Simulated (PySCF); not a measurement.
SMILES [CH3][Ga]([CH3])[CH2]CCC (C6H15Ga) (GFN2-xTB optimised geometry):

```
22

Ga    -1.876     0.052     0.000
C     -2.905     1.825     0.000
H     -2.564     2.495     0.793
H     -3.975     1.650     0.142
H     -2.779     2.356    -0.948
C     -2.926    -1.710    -0.022
H     -2.265    -2.580    -0.079
H     -3.606    -1.748    -0.878
H     -3.537    -1.811     0.879
C      0.188     0.052     0.000
C      0.730     1.480     0.123
C      2.259     1.558     0.145
C      2.896     1.183    -1.188
H      0.570    -0.563     0.825
H      0.551    -0.413    -0.924
H      0.354     2.086    -0.710
H      0.346     1.926     1.048
H      2.553     2.580     0.400
H      2.642     0.899     0.928
H      2.505     1.811    -1.987
H      2.698     0.144    -1.439
H      3.975     1.319    -1.143
```

Level of theory: B3LYP/def2-SVP in PySCF 2.14.0.

**Question.** What are the frontier orbital energies and the dipole moment?

**Answer.** HOMO-2 -8.65 eV, HOMO-1 -7.08 eV, HOMO -6.66 eV, LUMO -0.93 eV, LUMO+1 0.48 eV; dipole moment 0.06 D.

Meta-Löwdin charges at B3LYP/def2-SVP: Ga1 0.58, C2 -0.50, H3 0.10, H4 0.10, H5 0.10, C6 -0.50, H7 0.10, H8 0.10, H9 0.10, C10 -0.37, C11 -0.14, C12 -0.15, C13 -0.28, H14 0.09, H15 0.09, H16 0.07, H17 0.08, H18 0.08, H19 0.08, H20 0.09, H21 0.09, H22 0.09.
